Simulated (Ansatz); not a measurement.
The inner images of a band of CH7BN2 (11 atoms, charge 0, multiplicity 1) are given out of order.

All numbers below come from UKS LDA/def2-SVP in Ansatz 0.2.0.

First end point:

```xyz
11
Properties=species:S:1:pos:R:3
B 0.163 -0.084 0.104
N 1.459 0.432 -0.123
N -0.033 -1.222 0.919
H 0.721 -1.743 1.370
C -1.080 0.605 -0.585
H 2.315 0.025 0.257
H 1.617 1.253 -0.706
H -0.961 -1.606 1.094
H -2.028 0.425 -0.036
H -1.221 0.209 -1.616
H -0.953 1.705 -0.679
```

Last end point:

```xyz
11
Properties=species:S:1:pos:R:3
B -0.953 -0.574 0.211
N 2.085 0.235 0.338
N -0.675 -1.500 1.007
H 1.353 -0.419 0.660
C -1.254 0.564 -0.758
H 2.094 0.192 -0.690
H 1.777 1.181 0.598
H -0.486 -2.256 1.646
H -2.001 1.273 -0.342
H -1.632 0.187 -1.731
H -0.307 1.117 -0.939
```

Q: Put them in order from the first end to the last, with their energies above the first end.
A.
```xyz
11
Properties=species:S:1:pos:R:3
B -0.076 -0.176 0.160
N 1.418 0.118 0.000
N -0.051 -1.177 1.121
H 1.056 -1.090 1.119
C -1.146 0.608 -0.672
H 1.882 -0.131 -0.880
H 1.784 1.016 0.334
H -0.768 -1.740 1.604
H -2.232 0.410 -0.558
H -0.888 0.470 -1.747
H -0.979 1.693 -0.480
```
B.
```xyz
11
Properties=species:S:1:pos:R:3
B 0.078 -0.117 0.155
N 1.488 0.269 0.009
N -0.059 -1.177 1.055
H 0.846 -1.425 1.469
C -1.083 0.602 -0.630
H 1.981 -0.198 -0.762
H 1.670 1.273 -0.059
H -0.880 -1.685 1.385
H -2.131 0.300 -0.423
H -0.900 0.456 -1.720
H -1.010 1.703 -0.479
```
C.
```xyz
11
Properties=species:S:1:pos:R:3
B -0.294 -0.302 0.256
N 1.427 0.068 0.055
N -0.221 -1.272 1.164
H 1.553 -0.694 0.768
C -1.170 0.617 -0.670
H 1.927 -0.170 -0.820
H 1.825 0.957 0.405
H -0.931 -1.838 1.631
H -2.270 0.471 -0.615
H -0.875 0.475 -1.735
H -0.971 1.689 -0.441
```
D.
```xyz
11
Properties=species:S:1:pos:R:3
B -0.708 -0.392 0.282
N 1.599 0.158 0.004
N -0.585 -1.334 1.118
H 1.535 -0.620 0.676
C -1.258 0.661 -0.691
H 2.174 -0.138 -0.795
H 2.064 0.954 0.460
H -0.652 -2.093 1.774
H -2.367 0.619 -0.740
H -0.849 0.504 -1.711
H -0.952 1.681 -0.377
```
E.
```xyz
11
Properties=species:S:1:pos:R:3
B 0.122 -0.092 0.137
N 1.440 0.387 -0.110
N -0.034 -1.204 0.991
H 0.763 -1.555 1.525
C -1.087 0.610 -0.593
H 2.242 -0.234 -0.210
H 1.599 1.304 -0.523
H -0.924 -1.637 1.233
H -2.102 0.265 -0.307
H -0.968 0.441 -1.688
H -1.052 1.714 -0.456
```

A: E (+0.15 eV), B (+0.58 eV), A (+1.40 eV), C (+2.15 eV), D (+2.55 eV).

Run time: 3.5 min on 2 threads of Arm Neoverse V1, with other jobs on the host, peak memory 0.13 GiB.
